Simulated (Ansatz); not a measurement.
A made-up structure of LiBH₂Te, singlet:

Li1  (-0.079, 0.021, 1.513)
Te2  (1.327, -1.287, -0.277)
B3  (-0.105, 0.118, -0.406)
H4  (-0.333, 0.374, -1.317)
H5  (-0.811, 0.775, 0.487)
(Å)

It is relaxed with PBE-D4/def2-SVP and then PBE0-D4/def2-TZVP (Ansatz 0.2.0). Atoms count as bonded within 1.22 times the sum of their covalent radii (H–H: 0.88 Å). The end point is not checked to be a true minimum.

(1) Does its bonding change? (Judge from chemistry; the calculation decides.)

Answers

(1) By the calculation: No: no bond forms or breaks.

Where it ends: The first stage lowers the energy by 1.61 eV in 6 steps. It ends as LiBH₂Te ([H]1[Li]2[Te][BH]12):
```csv
atom,x (Å),y (Å),z (Å)
Li1,0.0690,-0.1314,1.7300
Te2,1.3101,-1.2780,-0.0679
B3,-0.1459,0.1606,-0.4886
H4,-0.4641,0.5121,-1.5815
H5,-0.7692,0.7367,0.4080
```

Labels in which every atom is bracketed show which atoms are joined, not bond orders.

For scale, one of the runs: PBE0-D4/def2-TZVP relaxation, 107 basis functions, launched by `ansatz run in.yaml --threads 2 --pin off --events-out ev --progress --plain --max-ram 4352MiB`. Hardware: 2 CPU threads of an Arm Neoverse V1, shared host. Wall time about 11 s.
